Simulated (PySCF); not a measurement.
Start geometry of `N[CH2][GeH2][SiH3]` from GFN2-xTB (Å):
```
atom  x, y, z in Å
N1    -1.447    0.532    1.066
C2    -1.463    0.023   -0.298
Ge3    0.273   -0.885   -0.571
Si4    2.165    0.481   -0.086
H5    -1.462   -0.220    1.712
H6    -2.318    1.096    1.235
H7    -1.523    0.869   -0.986
H8    -2.291   -0.631   -0.519
H9     0.260   -1.488   -1.931
H10    0.224   -2.128    0.315
H11    3.373   -0.262   -0.263
H12    2.088    0.950    1.306
H13    2.128    1.646   -0.989
```

Question: What comes out of this run: PBE0-D3(BJ)/def2-SVP geometry optimisation, gas phase in PySCF 2.14.0?

Answer: 
```
atom  x, y, z in Å
N1    -1.230    0.751    0.937
C2    -1.427    0.001   -0.290
Ge3    0.196   -1.074   -0.610
Si4    1.969    0.399   -0.012
H5    -1.210    0.134    1.746
H6    -1.986    1.414    1.096
H7    -1.492    0.707   -1.134
H8    -2.338   -0.630   -0.333
H9     0.259   -1.573   -2.068
H10    0.186   -2.313    0.316
H11    3.286   -0.096   -0.526
H12    2.077    0.518    1.473
H13    1.716    1.745   -0.608
```

The energy falls by 22.1 kJ/mol over 13 energy and gradient evaluations, the largest force component goes from 0.0350 to 3.7e-04 Eh/bohr, and the atoms move by 0.324 Å rms after alignment. The bond that changes most is Si4–H11 (SiH3 silicon to Si–H hydrogen), which lengthens by 0.068 Å. Bonds longer at the end by more than 0.005 Å: 8 of 12; shorter: 2. Among the angles that change most is C2–Ge3–Si4, from 113.9° to 103.6°. Among the dihedrals that turn most is N1–C2–Ge3–H9, from 177° to -163°. Rotational constants go from 4690, 2172, 1622 to 3882, 2608, 1697 MHz. The orientation of the end geometry is arbitrary; only internal coordinates are fixed.

The run used 123 basis functions and 78 SCF cycles in all.

No PBE0-D3(BJ)/def2-SVP frequencies stand behind this structure, so it isn't proved a minimum. The numbers are those of one conformer.
